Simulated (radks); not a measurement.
Cl I, configuration [Ne] 3s2 3p5. All-electron calculation, scalar-relativistic Kohn-Sham, exchange-only B88, spin-polarised, spherical densities, point nucleus; open shells are filled with parallel spins first. Program: a radial shooting solver on a logarithmic mesh with Libxc functionals.

Local quantities along the radius. ELF = 1/(1 + alpha^2) is the electron localisation function; alpha = (tau - tau_W)/tau_unif compares the Pauli kinetic energy density with that of the uniform gas (summed over spins); 4 pi r^2 rho is in e/bohr; s = |grad rho|/(2 (3 pi^2)^(1/3) rho^(4/3)) is the reduced gradient; r v_xc is r times the local exchange-correlation potential of spin up (hartree bohr). tau is taken from the large components.

| r (bohr) | ELF | alpha | 4 pi r^2 rho | s | r v_xc |
|---|---|---|---|---|---|
| 0.004259 | 1.000 | 0.01146 | 0.6650 | 0.4265 | -0.1004 |
| 0.005458 | 1.000 | 0.01198 | 1.044 | 0.4235 | -0.1159 |
| 0.006938 | 1.000 | 0.01274 | 1.599 | 0.4240 | -0.1345 |
| 0.008891 | 1.000 | 0.01387 | 2.447 | 0.4279 | -0.1582 |
| 0.01139 | 1.000 | 0.01552 | 3.676 | 0.4357 | -0.1870 |
| 0.01448 | 1.000 | 0.01788 | 5.330 | 0.4475 | -0.2202 |
| 0.01856 | 1.000 | 0.02160 | 7.593 | 0.4652 | -0.2601 |
| 0.02379 | 0.999 | 0.02759 | 10.41 | 0.4900 | -0.3054 |
| 0.03024 | 0.999 | 0.03736 | 13.48 | 0.5231 | -0.3530 |
| 0.03875 | 0.997 | 0.05577 | 16.58 | 0.5696 | -0.4035 |
| 0.04965 | 0.991 | 0.09285 | 18.90 | 0.6326 | -0.4510 |
| 0.06312 | 0.971 | 0.1719 | 19.65 | 0.7117 | -0.4884 |
| 0.08089 | 0.880 | 0.3689 | 18.50 | 0.8039 | -0.5129 |
| 0.1037 | 0.585 | 0.8418 | 15.95 | 0.8568 | -0.5219 |
| 0.1318 | 0.287 | 1.577 | 13.74 | 0.7498 | -0.5240 |
| 0.1689 | 0.255 | 1.709 | 13.61 | 0.4601 | -0.5495 |
| 0.2164 | 0.489 | 1.022 | 16.05 | 0.2967 | -0.6580 |
| 0.2751 | 0.751 | 0.5751 | 18.83 | 0.3428 | -0.7716 |
| 0.3525 | 0.853 | 0.4144 | 18.86 | 0.4927 | -0.8331 |
| 0.4517 | 0.838 | 0.4392 | 14.65 | 0.7205 | -0.8181 |
| 0.5743 | 0.589 | 0.8356 | 8.741 | 1.017 | -0.7317 |
| 0.7359 | 0.130 | 2.591 | 4.544 | 1.042 | -0.6249 |
| 0.943 | 0.179 | 2.139 | 3.736 | 0.3777 | -0.6209 |
| 1.199 | 0.706 | 0.6454 | 4.434 | 0.3178 | -0.8222 |
| 1.536 | 0.864 | 0.3960 | 4.332 | 0.5534 | -0.8726 |
| 1.969 | 0.833 | 0.4476 | 3.017 | 0.8574 | -0.8214 |
| 2.503 | 0.696 | 0.6602 | 1.556 | 1.284 | -0.7018 |
| 3.207 | 0.410 | 1.201 | 0.5748 | 2.042 | -0.5454 |
| 4.11 | 0.127 | 2.621 | 0.1522 | 3.554 | -0.4000 |
| 5.224 | 0.021 | 6.835 | 0.02913 | 6.864 | -0.2916 |
| 6.695 | 0.002 | 24.54 | 0.003285 | 16.01 | -0.2074 |

On this mesh the ELF has minima near r = 0.15, 0.83 bohr, which separate the shells, and maxima near 0.40 (0.86), 1.5 (0.86).
